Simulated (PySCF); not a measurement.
## The first ionisation energy along the 3d series

All values are computed (PySCF 2.14, energy differences of UHF-based or UKS calculations, no spin-orbit coupling). Values in eV. The last column holds reference values (NIST; (s) semi-empirical, (t) theoretical, else measured). Unmarked ones compare directly (S terms, centres of terms, or small fine structure); those marked * lie between the lowest fine-structure levels and include a spin-orbit shift.

| element | configurations | UHF | LDA | PBE | PBE0 | MP2 (valence) | SCS-MP2 (valence and next inner shell) | reference |
| --- | --- | --- | --- | --- | --- | --- | --- | --- |
| Sc (x2c-QZVPPall with one added diffuse shell each of s, p, d, f, g type, spin-free X2C) | [Ar] 3d1 4s2 → [Ar] 3d1 4s1 | 5.388 | 6.678 | 6.526 | 6.372 | 6.111 | 6.444 | 6.562 |
| Ti (x2c-QZVPPall with one added diffuse shell each of s, p, d, f, g type, spin-free X2C) | [Ar] 3d2 4s2 → [Ar] 3d2 4s1 | 5.556 | 6.919 | 6.682 | 6.564 | 6.383 | 6.689 | 6.828 |
| V (x2c-QZVPPall with one added diffuse shell each of s, p, d, f, g type, spin-free X2C) | [Ar] 3d3 4s2 → [Ar] 3d4 | 6.178 | 6.456 | 6.373 | 6.338 | 6.588 | 6.840 | 6.732 |
| Cr (x2c-QZVPPall with one added diffuse shell each of s, p, d, f, g type, spin-free X2C) | [Ar] 3d5 4s1 → [Ar] 3d5 | 6.008 | 7.593 | 7.390 | 7.050 | 6.524 | 6.413 | 6.767 |
| Mn (x2c-QZVPPall with one added diffuse shell each of s, p, d, f, g type, spin-free X2C) | [Ar] 3d5 4s2 → [Ar] 3d5 4s1 | 6.021 | 7.566 | 7.235 | 7.092 | 7.059 | 7.296 | 7.434 |
| Fe (x2c-QZVPPall with one added diffuse shell each of s, p, d, f, g type, spin-free X2C) | [Ar] 3d6 4s2 → [Ar] 3d6 4s1 | 6.430 | 8.131 | 7.823 | 7.627 | 7.558 | 7.768 | 7.904 |
| Co (x2c-QZVPPall with one added diffuse shell each of s, p, d, f, g type, spin-free X2C) | [Ar] 3d7 4s2 → [Ar] 3d8 | 8.298 | 7.884 | 7.771 | 7.862 | 7.437 | 7.247 | 7.869 |
| Ni (x2c-QZVPPall with one added diffuse shell each of s, p, d, f, g type, spin-free X2C) | [Ar] 3d8 4s2 → [Ar] 3d9 | 8.228 | 7.582 | 7.669 | 7.769 | 6.996 | 6.866 | 7.640 * |

```json
{"method": "UHF", "elements": "7", "mean error (eV)": "-0.888", "mean absolute error (eV)": "1.011", "largest error (eV)": "-1.474"}
{"method": "LDA", "elements": "7", "mean error (eV)": "0.161", "mean absolute error (eV)": "0.240", "largest error (eV)": "0.826"}
{"method": "PBE", "elements": "7", "mean error (eV)": "-0.042", "mean absolute error (eV)": "0.220", "largest error (eV)": "0.623"}
{"method": "PBE0", "elements": "7", "mean error (eV)": "-0.170", "mean absolute error (eV)": "0.251", "largest error (eV)": "-0.394"}
{"method": "MP2 (valence)", "elements": "7", "mean error (eV)": "-0.348", "mean absolute error (eV)": "0.348", "largest error (eV)": "-0.451"}
{"method": "SCS-MP2 (valence and next inner shell)", "elements": "7", "mean error (eV)": "-0.200", "mean absolute error (eV)": "0.231", "largest error (eV)": "-0.622"}
```

Errors include the incompleteness of the basis and the frozen core.

"Valence" correlates the outer s and p shells and, in groups 3 to 12 and the f block, the outer d or f shell, open or full, or the next shell where the ion has no valence electron left; the wider scheme adds the next inner shell.
